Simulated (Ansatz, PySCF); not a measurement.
C2H11NSi2, SMILES [SiH](N[SiH3])(C)C. Atoms are numbered in the order given.

```xyz
16

Si    -0.8809    -0.0150    -0.6353
C     -1.9340     1.5433    -0.5749
C     -1.3182    -1.1876     0.7678
N      0.8181     0.3887    -0.4779
Si     2.0201    -0.2679     0.5986
H     -1.1420    -0.6941    -1.9456
H     -3.0024     1.3035    -0.7059
H     -1.6512     2.2473    -1.3751
H     -1.8107     2.0611     0.3902
H     -2.3752    -1.4907     0.6961
H     -0.7067    -2.1041     0.7388
H     -1.1694    -0.7075     1.7486
H      1.1852     1.0417    -1.1667
H      2.2779    -1.7255     0.3819
H      3.2914     0.4757     0.3600
H      1.6269    -0.1108     2.0309
```

Coordinates come from a B3LYP-D3(BJ)/def2-SVP optimisation. One conformer was computed; it need not be the lowest.

Two levels are set side by side: PBE-D3(BJ)/def2-SVP (Ansatz, an electronic-structure program) and B3LYP-D3(BJ)/def2-SVP (Ansatz). Each level has its own optimised geometry; the coordinates shown are those of the second. Frequencies come from the Hessian of PySCF at each geometry. Differences are taken from unrounded values.

```csv
quantity,B3LYP-D3(BJ)
mean bond length (Å),1.391
bond Si1–C2 (Å),1.882
bond Si1–C3 (Å),1.880
bond Si1–N4 (Å),1.753
bond N4–Si5 (Å),1.742
bond Si1–H6 (Å),1.499
bond C2–H7 (Å),1.103
bond C2–H8 (Å),1.103
bond C2–H9 (Å),1.102
bond C3–H10 (Å),1.102
bond C3–H11 (Å),1.102
bond C3–H12 (Å),1.102
bond N4–H13 (Å),1.018
bond Si5–H14 (Å),1.496
bond Si5–H15 (Å),1.492
bond Si5–H16 (Å),1.494
highest harmonic wavenumber (cm⁻¹),3579
mean harmonic wavenumber (cm⁻¹),1288
zero-point energy (kcal/mol),77.33
```

What does PBE-D3(BJ) give, and how far is it from B3LYP-D3(BJ)? (An estimate is asked for; the answer gives what the named calculation found.)


```csv
quantity,PBE-D3(BJ),PBE-D3(BJ) minus B3LYP-D3(BJ)
mean bond length (Å),1.400,0.009
bond Si1–C2 (Å),1.887,0.005
bond Si1–C3 (Å),1.885,0.005
bond Si1–N4 (Å),1.763,0.010
bond N4–Si5 (Å),1.751,0.009
bond Si1–H6 (Å),1.513,0.015
bond C2–H7 (Å),1.110,0.007
bond C2–H8 (Å),1.110,0.007
bond C2–H9 (Å),1.109,0.007
bond C3–H10 (Å),1.109,0.007
bond C3–H11 (Å),1.109,0.007
bond C3–H12 (Å),1.109,0.007
bond N4–H13 (Å),1.025,0.007
bond Si5–H14 (Å),1.511,0.015
bond Si5–H15 (Å),1.505,0.013
bond Si5–H16 (Å),1.506,0.013
highest harmonic wavenumber (cm⁻¹),3509,-69
mean harmonic wavenumber (cm⁻¹),1253,-35
zero-point energy (kcal/mol),75.24,-2.09
```

GGA bonds tend to be longer and softer than those of functionals with exact exchange. Differences between two approximate levels are no errors against the true value.
